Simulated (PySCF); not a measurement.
Predicted microwave data (CAM-B3LYP/def2-SVPD in PySCF (dipole) on a GFN2-xTB geometry, gas phase) for one isomer of C3H5FN2Si:

| Item | Value |
| --- | --- |
| Rotational constants | A = 7043, B = 1299, C = 1111 MHz |
| Dipole components | \|μa\| = 1.99 D, \|μb\| = 1.42 D, \|μc\| = 0.01 D |
| Inertial defect | -5.99 u·Å² |
| κ | -0.94 |

Question: Which candidate fits, each taken in the one conformer that was computed?
A. `FC1=NN([SiH3])C=C1`
B. `[N:1]#[C:2]/[C:3]([CH2:4][F:5])=[N:6]/[SiH3:7]` with C2–C3–C4–F5 -179°
C. `Fc1cnn([SiH3])c1`
D. `[F:1][SiH2:2][c:3]1[cH:4][nH:5][cH:6][n:7]1` with F1–Si2–C3–C4 0°
E. `Fc1nccn1[SiH3]`

Answer: C. It is Fc1cnn([SiH3])c1, a near-prolate asymmetric top. The candidates at the same level (rigid rotor, commonest isotopes):

| SMILES | A (MHz) | B (MHz) | C (MHz) | μa (D) | μb (D) | μc (D) | Δ (u·Å²) | point group | rotor |
| --- | --- | --- | --- | --- | --- | --- | --- | --- | --- |
| N#C/C(CF)=N/[SiH3] | 3080 | 1497 | 1027 | 1.76 | 2.11 | 0.04 | -9.26 | Cs | asymmetric top |
| Fc1ccn([SiH3])n1 | 6101 | 1397 | 1152 | 2.70 | 2.47 | 0.01 | -6.00 | – | near-prolate asymmetric top |
| Fc1cnn([SiH3])c1 | 7043 | 1299 | 1111 | 1.99 | 1.42 | 0.01 | -5.99 | – | near-prolate asymmetric top |
| Fc1nccn1[SiH3] | 3801 | 2101 | 1375 | 3.30 | 2.42 | 0.00 | -5.97 | Cs | asymmetric top |
| F[SiH2]c1c[nH]cn1 | 6173 | 1378 | 1142 | 3.45 | 2.03 | 0.00 | -6.03 | Cs | near-prolate asymmetric top |

`Fc1nccn1[SiH3]` has B 62 % too high; `Fc1ccn([SiH3])n1` has A 13 % too low; `F[SiH2]c1c[nH]cn1` has A 12 % too low; `N#C/C(CF)=N/[SiH3]` has A 56 % too low. No structure here is proved a minimum.
